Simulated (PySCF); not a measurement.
CHN, charge +1, doublet, at a GFN2-xTB geometry (a state made from the parent by changing its charge; the spin is typed, not shown lowest). Base run: PySCF with PBE/def2-SV(P).

Here is a job for PySCF.
```python
from pyscf import gto, scf, dft

mol = gto.M(
    atom='''
C    -0.000000   -0.000000   -0.483127
N     0.000000    0.000000    0.641659
H    -0.000000   -0.000000   -1.592853
''',
    basis='def2-sv(p)',
    charge=1,
    spin=1,
    verbose=4,
)

mf = dft.UKS(mol)
mf.xc = 'pbe'
mf.kernel()
mf.analyze()
```

Each row names what was changed in the base input (with any setting that the change needs).

| change | ΔE vs base (µEh) | fitting functions |
|---|---|---|
| base | 0.0 | - |
| auxbasis = default (with mf = mf.density_fit()) | -59.2 | 109 |
| auxbasis = even-tempered beta=3.0 | -255 | 161 |
| auxbasis = cc-pvqz-jkfit | -20.5 | 263 |
| auxbasis = def2-universal-jkfit | -22.1 | 170 |
| auxbasis = def2-svp-ri | -4964 | 110 |
| auxbasis = def2-tzvp-ri | -83.0 | 167 |
| auxbasis = def2-universal-jfit | -59.2 | 109 |
| auxbasis = cc-pvtz-ri | -123 | 192 |
| auxbasis = even-tempered beta=2.0 | -40.0 | 249 |

A fitting set is made for a task (jfit for Coulomb, jkfit for Coulomb and exchange, ri for correlation) and for a family of orbital bases.

Open shells are given as the SCF converged; they aren't shown to be the lowest states, and a large step between rows can be another state.
